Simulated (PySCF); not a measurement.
H7NO2Si2.

```xyz
12

N      1.3672     1.3981     0.0000
Si     0.4136    -0.0509     0.0000
O      0.7843    -0.8588    -1.4088
O      0.7843    -0.8588     1.4088
Si    -1.9126     0.1337     0.0000
H      1.3729     1.9837     0.8314
H      1.3729     1.9837    -0.8314
H      1.7221    -0.8844    -1.6398
H      1.7221    -0.8844     1.6398
H     -2.3631     0.8959    -1.2077
H     -2.5966    -1.1958     0.0000
H     -2.3631     0.8959     1.2077
```

Geometry: r2SCAN-D4/def2-SVP. This is a generated structure with no PubChem entry under its InChIKey; it may be hypothetical. Other conformers were not sampled.

Calculation: PySCF with PBE/pcSseg-1. Non-relativistic, no solvent.

Task: Give the absolute GIAO shielding of each atom: isotropic value and principal components (ppm). (Estimate from the structure and the level; the computed values follow.)

Result: 
| atom | σ(iso) | σ11 | σ22 | σ33 | span |
|---|---|---|---|---|---|
| N1 | 217.5 | 189.7 | 207.1 | 255.8 | 66.2 |
| Si2 | 354.0 | 340.8 | 348.8 | 372.2 | 31.4 |
| O3 | 246.3 | 213.5 | 235.6 | 289.9 | 76.4 |
| O4 | 246.3 | 213.5 | 235.6 | 289.9 | 76.4 |
| Si5 | 458.1 | 455.2 | 459.3 | 459.9 | 4.8 |
| H6 | 30.6 | 24.7 | 26.5 | 40.6 | 15.9 |
| H7 | 30.6 | 24.7 | 26.5 | 40.6 | 15.9 |
| H8 | 29.4 | 22.8 | 24.2 | 41.4 | 18.7 |
| H9 | 29.4 | 22.8 | 24.2 | 41.4 | 18.7 |
| H10 | 28.0 | 25.0 | 26.1 | 32.9 | 7.9 |
| H11 | 27.7 | 24.5 | 25.5 | 33.0 | 8.5 |
| H12 | 28.0 | 25.0 | 26.1 | 32.9 | 7.9 |
